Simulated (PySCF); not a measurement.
Gas-phase reaction: GeH3 + 2 Cl → GeH2Cl2 + H. Level: PBE0/def2-QZVP†; standard pressure 1 bar.

Method: PySCF energies plus ideal-gas RRHO corrections (1 bar). † marks an energy on the PBE0/def2-TZVP geometry and frequencies. Open shells (unrestricted): GeH3 (multiplicity 2), Cl (multiplicity 2, electronic degeneracy 6), H (multiplicity 2); the rest are closed-shell singlets. Spin-orbit splitting is ignored; it lowers the true energy and changes the entropy of Cl. Ge: all electrons, no relativistic terms. GeH3: computed as isolated molecules; such fragments, hydroxides, amides, oligomers or adducts are transient or little studied in the gas. The harmonic model lacks anharmonicity and excited electronic states, which grow with temperature; levels with a mode under 35 cm⁻¹ are left out.

```json
[
 {"T (K)": "800", "1000/T (1/K)": "1.2500", "log10 K": "22.61"},
 {"T (K)": "1000", "1000/T (1/K)": "1.0000", "log10 K": "16.61"},
 {"T (K)": "1200", "1000/T (1/K)": "0.8333", "log10 K": "12.62"},
 {"T (K)": "1400", "1000/T (1/K)": "0.7143", "log10 K": "?"},
 {"T (K)": "1600", "1000/T (1/K)": "0.6250", "log10 K": "7.65"},
 {"T (K)": "1800", "1000/T (1/K)": "0.5556", "log10 K": "6.00"}
]
```

Fit log10 K = a + b·(1000/T) to the five rows, get the mean ΔH° and ΔS°, and predict log10 K at 1400 K.

Means: 1000/T = 0.8528, log10 K = 13.098. Sums of products about the means: Sxy = 7.65503, Sxx = 0.320037, so b = Sxy/Sxx = 23.92 and a = 13.098 − (23.92)×0.8528 = -7.30.
ΔH° = −R ln 10 × 1000 K × b = −19.145 × (23.92) = -458 kJ; ΔS° = R ln 10 × a = -140 J/K. The run's own values go from -461 kJ and -143 J/K at 800 K to -454 kJ and -137 J/K at 1800 K.
Prediction at 1400 K: -7.30 + (23.92)×0.7143 = 9.79. The computed value is 9.78, 0.01 from the line.
For scale, ΔH°(298 K) is -465 kJ at this level, -472 kJ at ωB97M-V/def2-TZVP†, and runs from -555 to -305 kJ over the 20 levels computed.
